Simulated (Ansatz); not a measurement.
`C[Si](F)I` radical from Hartree–Fock to CCSD(T)

Z-matrix (Å, degrees):
```
C
Si 1 1.865
H 1 1.091 2 110.2
H 1 1.094 2 109.4 3 119.9
H 1 1.092 2 109.9 3 -120.4
F 2 1.603 1 107.6 3 -177.6
I 2 2.449 1 110.7 3 -59.7
```

Total charge 0; spin multiplicity 2. Correlated methods include outer-core shells of I, which these sets cover unevenly. I takes the def2 core potential. The structure was optimised at the PBE0-D4/def2-TZVP level. Frozen core, unrestricted reference, Ansatz.

```
     basis     HF (Eh)  MP2 corr.  CCSD corr.  (T)  CCSD(T) total
  def2-SVP           ?   -0.52249    -0.55407    ?              ?
def2-TZVPP  -724.80399   -1.01772    -1.00891    ?              ?
def2-QZVPP           ?   -1.23314           –    –              –
```

Problem. Fill in the withheld values. (An estimate is asked.)

Solution. Ansatz gave: def2-SVP HF (Eh): -724.50962; def2-SVP (T): -0.01290; def2-SVP CCSD(T) total: -725.07659; def2-TZVPP (T): -0.02939; def2-TZVPP CCSD(T) total: -725.84229; def2-QZVPP HF (Eh): -724.82121.
